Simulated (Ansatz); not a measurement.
AlClH7NSi2 (`[SiH3][N]([SiH3])[AlH][Cl]`), one more setting.

```yaml
crystal:
  periodic: [false, false, false]
  atoms:
    - {symbol: Si, position_ang: [-0.881223, 0.749913, 1.267909]}
    - {symbol: N, position_ang: [-0.167068, -0.150077, -0.065281]}
    - {symbol: Si, position_ang: [1.716766, -0.192561, 0.038322]}
    - {symbol: Al, position_ang: [-0.899991, -0.292202, -1.421254]}
    - {symbol: Cl, position_ang: [-3.055488, -0.234239, -1.609353]}
    - {symbol: H, position_ang: [0.093028, 1.002971, 2.369201]}
    - {symbol: H, position_ang: [-1.567436, 1.863974, 0.734835]}
    - {symbol: H, position_ang: [-1.946835, -0.194042, 1.877906]}
    - {symbol: H, position_ang: [2.430830, 1.084410, 0.218243]}
    - {symbol: H, position_ang: [2.222189, -0.878016, -1.184103]}
    - {symbol: H, position_ang: [1.968460, -1.140999, 1.050369]}
    - {symbol: H, position_ang: [-0.552045, -1.039054, -2.844175]}
basis:
  gaussian: {orbitals: pcseg-2}
hamiltonian: {xc: {name: wPBEh}}
accuracy: high
output: {forces: true}
```

```sh
$ ansatz run in.yaml --threads 2 --pin off --events-out ev --progress --plain --max-ram 32768MiB --backend cpu
```

Output, abridged:

```
Functional definition: wPBEh
4863 factors; integrals over basis functions are off by at most 5.6e-8 eV
143 factors; integrals over basis functions are off by at most 2.2e-9 eV
mean field evaluation 1: about -36459.1917 eV, gradient 7.2e1 eV
mean field evaluation 2: about -36423.2554 eV, gradient 1.3e2 eV
mean field evaluation 4: about -36469.0445 eV, gradient 7.4e0 eV
mean field evaluation 8: about -36469.3555 eV, gradient 9.4e-1 eV
mean field evaluation 16: about -36469.3577 eV, gradient 6.7e-4 eV
mean field -36469.35767557 eV, -1340.2241747588 hartree, gradient 3.5e-8 eV, S^2 0.000000; 0 other end points of the search recorded, 0 dependent functions left out
reference -36469.35768089 eV, -1340.2241749541 hartree; 36, 36 occupied and 228, 228 virtual orbitals, 4863 factors
Total energy: -36469.35768089 eV, -1340.2241749541 hartree
Atom 0 at    -0.881223     0.749913     1.267909 Å, force    -0.622770    -2.662465     1.043839 eV/Å
Atom 1 at    -0.167068    -0.150077    -0.065281 Å, force     6.898462     2.232360     7.863086 eV/Å
Atom 2 at     1.716766    -0.192561     0.038322 Å, force    -2.148032    -0.416272    -1.290097 eV/Å
Atom 3 at    -0.899991    -0.292202    -1.421254 Å, force    -5.408396    -2.380965    -9.203721 eV/Å
Atom 4 at    -3.055488    -0.234239    -1.609353 Å, force     0.525287     0.357009     0.399448 eV/Å
Atom 5 at     0.093028     1.002971     2.369201 Å, force     0.087993     0.253958    -0.319650 eV/Å
Atom 6 at    -1.567436     1.863974     0.734835 Å, force    -0.452906     1.411273    -0.300715 eV/Å
Atom 7 at    -1.946835    -0.194042     1.877906 Å, force     0.635389     0.714269    -0.266914 eV/Å
Atom 8 at     2.430830     1.084410     0.218243 Å, force    -0.254520     0.239858     0.094691 eV/Å
Atom 9 at     2.222189    -0.878016    -1.184103 Å, force    -0.159757     0.325521    -0.139554 eV/Å
Atom 10 at     1.968460    -1.140999     1.050369 Å, force     0.419185    -0.675527     1.377030 eV/Å
Atom 11 at    -0.552045    -1.039054    -2.844175 Å, force     0.480065     0.600983     0.742557 eV/Å
Dipole moment:     0.798190     0.352564     0.358678 e Å
```

Run time 46 s (2 threads of an AMD EPYC 7R13 on a shared host); peak host memory 2.2 GiB.
